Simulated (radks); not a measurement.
Task: The manganese ion Mn2+, [Ar] 3d5. Calculated with a radial shooting solver on a logarithmic mesh with Libxc functionals: non-relativistic Kohn-Sham, r2SCAN, spin-polarised, spherical densities, point nucleus; meta-GGA in the generalised Kohn-Sham scheme. Every spin shell is full or empty, so the densities are truly spherical. Functionals are evaluated on that one density, not self-consistently. Rank these orbital-free kinetic functionals by their error against the exact value of the orbitals, and give that value: Thomas-Fermi, von Weizsacker, TF + vW, TF + vW/9, TF + vW/5, LC94, APBEK, Perdew 92, Thakkar, Pearson, LKT, PG1, DePristo-Kress, Ernzerhof.

Result: Exact: 1149.26 hartree. From best to worst, with 100 (|E| - |E exact|)/|E exact| (equal figures are ties): LC94 +0.02, DePristo-Kress -0.05, APBEK +0.12, Ernzerhof -0.27, Thakkar -0.36, Perdew 92 -0.72, TF + vW/9 -0.73, Pearson -1.31, TF + vW/5 +3.96, Thomas-Fermi -6.60, PG1 +20.40, LKT +25.55, TF + vW +46.21, von Weizsacker -47.20.
